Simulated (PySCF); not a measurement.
# NMR parameters from quadrupole coupling constants

Species: C5H9F3N2.
Geometry (GFN2-xTB, Å), atoms numbered from 1 in this order:
```xyz
19
C5H9F3N2 angstrom
N     -0.0248   -2.0916   -0.4986
N     -0.1775   -0.6877   -0.3417
C     -1.5444   -0.4176    0.0570
C     -1.9480    1.0223   -0.2193
F     -1.4678    1.8896    0.6849
F     -3.2863    1.1533   -0.1761
F     -1.5599    1.4608   -1.4192
C      0.8068   -0.0864    0.5164
C      2.2012    0.0436   -0.0199
C      1.3494    1.2614    0.1480
H      0.7525   -2.2569   -1.1292
H      0.1823   -2.5491    0.3935
H     -2.1890   -1.0633   -0.5439
H     -1.7375   -0.6079    1.1278
H      0.6949   -0.3178    1.5802
H      3.0257   -0.1189    0.6573
H      2.3814   -0.2998   -1.0269
H      1.5698    1.9513    0.9471
H      0.9613    1.7238   -0.7448
```

Computed at PBE0/pcSseg-1 (PySCF, non-relativistic):

| atom | environment | nucleus | spin I | Q (b) | CQ = χzz (MHz) | η |
| --- | --- | --- | --- | --- | --- | --- |
| N1 | hydrazine nitrogen | 14N | 1 | 0.02044 | -6.500 | 0.489 |
| N2 | hydrazine nitrogen | 14N | 1 | 0.02044 | -7.211 | 0.296 |

Question: Work back to Vxx, Vyy and Vzz; CQ/MHz = 234.96 (Q/b)(Vzz/au).

Answer: Vxx = −Vzz(1 − η)/2 and Vyy = −Vzz(1 + η)/2, in au:

| atom | Vxx (au) | Vyy (au) | Vzz (au) | Vzz (10²¹ V/m²) |
| --- | --- | --- | --- | --- |
| N1 | 0.346 | 1.008 | -1.354 | -13.15 |
| N2 | 0.529 | 0.973 | -1.501 | -14.59 |

Question: At 18.8 T, set νQ = 3|CQ|/[2I(2I − 1)] beside the Larmor frequency (|g| × 7.62259 MHz/T × B; g(14N) = 0.40376), and give PQ = |CQ|√(1 + η²/3).

Answer: 
```json
{"atom": "N1", "PQ (MHz)": "6.755", "νQ (MHz)": "9.751", "ν0 (MHz)": "57.86", "νQ/ν0": "0.169"}
{"atom": "N2", "PQ (MHz)": "7.315", "νQ (MHz)": "10.82", "ν0 (MHz)": "57.86", "νQ/ν0": "0.187"}
```

For N1: PQ = 6.500 × 1.0391, νQ = 6.500 × 1.5000, ν0 = 3.0777 MHz/T × 18.8 T.

Question: In the extreme-narrowing limit, with isotropic tumbling and one correlation time, the quadrupolar linewidth goes as PQ². What relative widths follow for the 14N sites?

Answer: N2 1, N1 0.85, with N2 as 1.

Question: Take a correlation time of 1 ps, isotropic tumbling and extreme narrowing. What quadrupolar relaxation rates and linewidths follow?

Answer: 1/T1 = 1/T2 = (3π²/10)(2I + 3)/[I²(2I − 1)] × PQ² × τc; the width is 1/(πT2).

| site | spin factor (2I + 3)/[I²(2I − 1)] | 1/T1 (s⁻¹) | T1 (ms) | linewidth (Hz) |
| --- | --- | --- | --- | --- |
| 14N at N1 | 5.000 | 675 | 1.48 | 215 |
| 14N at N2 | 5.000 | 792 | 1.26 | 252 |

The couplings are those of the rigid, isolated species; surroundings and motion change them. GFN2-xTB bond lengths can be off by several hundredths of an ångström, more for odd bonds, and the gradients follow them. The small basis limits the accuracy of the gradients.

The run behind these numbers computed NMR shieldings as well. Rough CPU time on one thread of a shared machine: about 1.7 min.

One conformer stands for the species.
